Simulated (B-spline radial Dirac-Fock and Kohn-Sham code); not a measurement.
## Levels of muonic ¹³⁴Nd

Nucleus: ¹³⁴Nd, Fermi distribution (skin thickness 2.3 fm), rms radius 4.9128 fm (measured, Angeli and Marinova 2013).

Model: the Dirac equation of a negative muon with reduced mass in the field of a spherical finite nucleus, with the Uehling potential to all orders; nuclear polarisation, deformation, hyperfine structure, self-energy, higher-order vacuum polarisation, relativistic recoil and electron screening are left out. Program: a B-spline atomic structure program. For strongly deformed nuclei the low levels mix with nuclear rotations, which this model lacks.

```csv
level,binding (keV),"point nucleus, no QED (keV)",vacuum polarisation (keV),⟨r⟩ (fm)
1s1/2,6889,10660,46.261,9.3
2s1/2,2119,2699,11.027,30.4
2p1/2,2619,2699,16.324,20.5
2p3/2,2537,2561,15.057,21.3
3s1/2,1004,1184,3.946,64.3
3p1/2,1156,1184,5.205,51.7
3p3/2,1134,1143,4.914,52.8
3d3/2,1147,1143,4.458,43.6
3d5/2,1135,1130,4.288,44.3
4d3/2,643.9,642.2,1.874,87.7
4d5/2,638.7,636.9,1.808,88.5
4f5/2,638.4,636.9,1.530,75.8
4f7/2,635.9,634.3,1.505,76.3
```

Question: By how much does the finite nuclear size lower the 1s binding energy?

Answer: By 3814 keV, 35.79 % of the point-nucleus value (point value plus vacuum polarisation less the binding energy). The 1s orbit has ⟨r⟩ = 9.3 fm.

Values without a named source are computed, but for edge energies of neutral atoms, which are taken from tables.
